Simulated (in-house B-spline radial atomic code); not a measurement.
## Ionising the caesium ion Cs³⁺ with different functionals

Computed with a B-spline radial code for spherical atoms: scalar-relativistic (spin-free X2C) Hamiltonian, Fermi nucleus of rms radius 4.8041 fm, spin-polarised at highest spin, spherical fractional occupations for the functionals, the average over the highest-spin determinants for Hartree-Fock. The ionisation energy is the difference of two self-consistent energies, [Kr] 4d10 5s2 5p4 → [Kr] 4d10 5s2 5p3, without Breit or QED terms; ε is the level of the shell that loses the electron (its least bound occupied spin orbital). There is no spin-orbit coupling in this Hamiltonian.

Hybrids are left out here: with spherical fractional occupations of an open shell their exact exchange keeps a self-interaction that integer-occupation calculations don't have.

| method | rung | ΔSCF (eV) | -ε(5p) (eV) |
| --- | --- | --- | --- |
| Hartree-Fock | Hartree-Fock | 42.44 | 42.90 |
| LDA VWN5 | LDA | 44.28 | 38.95 |
| LDA PW92 | LDA | 44.28 | 38.95 |
| LDA exchange-only | LDA | 42.36 | 37.20 |
| PBE | GGA | 43.76 | 38.52 |
| PBEsol | GGA | 43.79 | 38.58 |
| BLYP | GGA | 43.83 | 38.48 |
| RPBE | GGA | 43.57 | 38.40 |
| PW91 | GGA | 43.87 | 38.63 |
| BP86 | GGA | 43.98 | 38.72 |
| AM05 | GGA | 43.76 | 38.56 |
| OLYP | GGA | 43.38 | 38.28 |
| TPSS | meta-GGA | 43.65 | 38.53 |
| SCAN | meta-GGA | 43.56 | 38.53 |
| r2SCAN | meta-GGA | 43.43 | 38.49 |
| revTPSS | meta-GGA | 43.59 | 38.49 |

**Question.** How do they compare with the NIST value?

**Answer.** NIST lists 43 eV ± 1.7 (tabulated theory, ground level to ground level). Errors run from -0.64 to +1.28 eV; all lie within about twice that uncertainty, so the table can't rank the methods. Hartree-Fock also lacks correlation.
